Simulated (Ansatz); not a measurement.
One arrangement of a pair

The pair of Br⁻ (SMILES [Br-], atom 1) and CH4 (SMILES C, atoms 2–6), both closed shells, in one local arrangement (a lower one may exist), relaxed at PBE0-D4/def2-TZVPD:

Br1  (0.159, 0.019, -3.280)
C2  (-0.032, -0.004, 0.654)
H3  (0.026, 0.004, -0.439)
H4  (-1.022, -0.339, 0.967)
H5  (0.146, 1.003, 1.039)
H6  (0.723, -0.682, 1.058)
(Å)

Ansatz 0.2.0; basis: def2-TZVPPD, with def2-QZVPPD for the basis limit; cores frozen in the correlated methods. Filled d shells of the heavier atoms are correlated. The def2 sets are not built for correlating such inner shells, so the correlated values are less sure here. B3LYP uses VWN-RPA correlation. Extrapolation: Hartree–Fock as exp(−7.88 √X), correlation as X^−2.97. Interaction energies count from these two fragments, frozen as in the pair, with the counterpoise correction; negative means bound.

**Question.** What is the interaction energy by CCSD(T) at an estimated basis limit (MP2 extrapolated from triple and quadruple zeta, plus CCSD(T) − MP2 in triple zeta)? (Judge from chemistry; the value comes from the calculation.)

**Answer.** The calculation gives: -10.7 kJ/mol. Hartree–Fock alone gives -2.6 kJ/mol at the basis limit. It counts from the two fragments frozen as in the pair.

The same quantity by other methods in triple zeta, and each one's difference from that estimate:
```tsv
method	E_int (kJ/mol)	difference
PBE-D4	-12.8	-2.1
revPBE-D4	-11.4	-0.6
BLYP-D4	-10.3	0.5
r2SCAN-D4	-10.4	0.3
B97M-V	-11.0	-0.3
PBE0-D4	-11.8	-1.0
B3LYP-D4	-10.5	0.3
HSE06-D4	-11.9	-1.1
wB97X-V	-10.2	0.5
wB97M-V	-10.4	0.4
B2PLYP	-7.9	2.9
HF	-2.6	8.1
MP2	-9.4	1.3
CCSD	-8.2	2.5
CCSD(T)	-9.2	1.6
```
Differences are method less estimate.

**Question.** Which atoms make the shortest contact between the fragments?

**Answer.** Br1 and H3, 2.84 Å apart.

Basis-set superposition shift (counterpoise-corrected less uncorrected): CCSD(T) 3.2; MP2 3.0; HF 0.2; PBE0-D4 0.3; wB97M-V 0.3 kJ/mol.

T1 diagnostic: at most 0.008.

For scale, one of the runs: CCSD(T)/def2-TZVPPD, 162 basis functions, launched by `ansatz run in.yaml --threads 2 --pin off --events-out ev --progress --plain --max-ram 5222MiB`. Hardware: 2 CPU threads of an Arm Neoverse V1, shared host. Wall time 39 s; peak host memory 1.2 GiB.
